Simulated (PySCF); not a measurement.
BFH$_{4}$NSi, BH$_{8}$NSi$_{2}$, BH$_{6}$N$_{2}$Si (calculated)

All values are calculated (PySCF 2.14.0). Calculation on a computer-drawn molecule: optimised geometry and harmonic frequencies of an isolated molecule of the commonest isotopes, restricted reference for singlets and unrestricted otherwise, frozen core in MP2.

Common to all runs: method HF; basis cc-pV(D+d)Z.

(1) BFH$_{4}$NSi

Start structure:
```xyz
8
BFH4NSi
B      0.5653     0.1703    -0.1981
N      0.8727     1.4018    -0.9919
Si     1.3794     1.5566    -2.5775
F      1.5325     3.0710    -2.9633
H      0.2424     0.2836     0.9738
H      0.6573    -0.8640    -0.6707
H      0.7168     2.2129    -0.4459
H      1.5963     0.6076    -3.6105
```

Settings of this run: charge 1 and multiplicity 1.

Results for BFH$_{4}$NSi: rotational constants 28.15, 3.315, 2.966 GHz; total energy -469.6691 hartree; convergence status largest gradient component 3.698e-05 hartree/bohr.

Drawn bonds:
```csv
atom,other atom,order
1,2,1
2,3,1
3,4,1
1,5,1
1,6,1
2,7,1
3,8,1
```

Optimised structure:
```xyz
8
BFH4NSi
B      0.5915     0.1938    -0.2607
N      0.8454     1.4837    -0.9130
Si     1.3176     1.5877    -2.4725
F      1.5677     2.9959    -3.0815
H      0.2532     0.1930     0.8743
H      0.7443    -0.7856    -0.9239
H      0.7199     2.3213    -0.3632
H      1.5231     0.4501    -3.3436
```

Modes:
```csv
frequency (cm⁻¹),reduced mass (dalton)
140,4.198
204.2,3.517
351.3,5.344
373.6,1.153
640.8,1.376
829.8,1.259
855.4,1.1
870.8,1.81
1038,3.171
1087,2.89
1100,1.356
1146,2.769
1336,1.191
1419,1.594
2518,1.047
2743,1.053
2879,1.133
3732,1.077
```

(2) BH$_{8}$NSi$_{2}$

Start structure:
```xyz
12
BH8NSi2
B     -0.1544     1.1352    -2.4438
N     -0.3263     2.1200    -1.5618
Si    -0.3624     2.0474     0.2768
Si    -0.0004    -0.0194     1.0112
H      0.0823     0.0441    -2.0934
H     -0.1406     1.4020    -3.5802
H     -0.5986     3.0175    -1.8452
H     -1.7130     2.5962     0.5925
H      0.6318     3.0746     0.5858
H     -0.9492    -1.1121     0.5789
H      0.0115    -0.0485     2.4960
H      1.3574    -0.6035     0.6667
```

Here we set charge 0 and multiplicity 1.

The calculation gives: rotational constants 6.724, 2.536, 1.922 GHz; total energy -661.7167 hartree; convergence status largest gradient component 1.803e-05 hartree/bohr.

Drawn bonds:
```csv
atom,other atom,order
1,2,1
2,3,1
3,4,1
1,5,1
1,6,1
2,7,1
3,8,1
3,9,1
4,10,1
4,11,1
4,12,1
```

Optimised structure:
```xyz
12
BH8NSi2
B     -0.1325     1.1212    -2.4732
N     -0.3723     2.1486    -1.5484
Si    -0.3863     2.0874     0.2053
Si     0.0401    -0.0843     1.0328
H      0.1035     0.0078    -2.0848
H     -0.1633     1.3547    -3.6517
H     -0.5620     3.0510    -1.9476
H     -1.7037     2.5596     0.7004
H      0.6275     3.0316     0.7389
H     -0.9845    -1.0485     0.5693
H     -0.0106    -0.0131     2.5151
H      1.3823    -0.5624     0.6273
```

Modes:
```csv
frequency (cm⁻¹),reduced mass (dalton)
63.51,1.919
141.3,3.593
155.2,1.064
313.1,1.205
335,2.74
404.7,1.084
430.5,4.346
583,1.333
669.7,1.292
728.2,3.492
776.1,1.032
852,1.146
882.4,1.157
977.8,1.133
1021,1.042
1026,1.035
1041,1.31
1056,1.103
1098,1.36
1237,1.482
1369,1.277
1492,2.254
2280,1.05
2287,1.032
2299,1.042
2313,1.051
2314,1.025
2660,1.055
2722,1.13
3776,1.075
```

(3) BH$_{6}$N$_{2}$Si

Start structure:
```xyz
10
BH6N2Si
B     -0.7107    -0.3611     1.4863
N     -0.9678    -1.0181     0.3051
Si     0.0007    -1.0905    -1.1793
N     -0.9879    -1.9384    -2.2068
H      0.3473     0.0867     1.5845
H     -1.5035    -0.4070     2.3749
H     -1.8945    -1.4228     0.2481
H      0.1037     0.2196    -1.8033
H     -0.7607    -2.0534    -3.1715
H     -1.4143    -2.8448    -1.8430
```

Settings of this run: charge 0 and multiplicity 2.

Results for BH$_{6}$N$_{2}$Si: rotational constants 18.47, 3.264, 2.96 GHz; total energy -426.0652 hartree; spin squared 0.7543; convergence status largest gradient component 1.633e-05 hartree/bohr.

Drawn bonds:
```csv
atom,other atom,order
1,2,1
2,3,1
3,4,1
1,5,1
1,6,1
2,7,1
3,8,1
4,9,1
4,10,1
```

Optimised structure:
```xyz
10
BH6N2Si
B     -0.6607    -0.5100     1.5610
N     -1.1162    -0.7463     0.2546
Si    -0.1648    -0.9118    -1.2050
N     -0.9097    -2.1337    -2.1643
H      0.5203    -0.4279     1.7733
H     -1.4498    -0.3948     2.4618
H     -2.1121    -0.8100     0.1309
H     -0.1896     0.3170    -2.0438
H     -0.7434    -2.1375    -3.1539
H     -0.9616    -3.0748    -1.8195
```

Modes:
```csv
frequency (cm⁻¹),reduced mass (dalton)
67.63,2.404
195.8,1.958
249.1,1.384
319.5,1.619
386.4,1.94
482.1,1.273
699.5,1.651
766.6,1.685
786.6,1.185
837.1,1.164
880.4,3.825
969.5,1.266
1017,1.406
1102,1.363
1225,1.483
1355,1.266
1477,2.471
1694,1.113
2248,1.042
2654,1.055
2716,1.13
3765,1.051
3768,1.075
3856,1.095
```
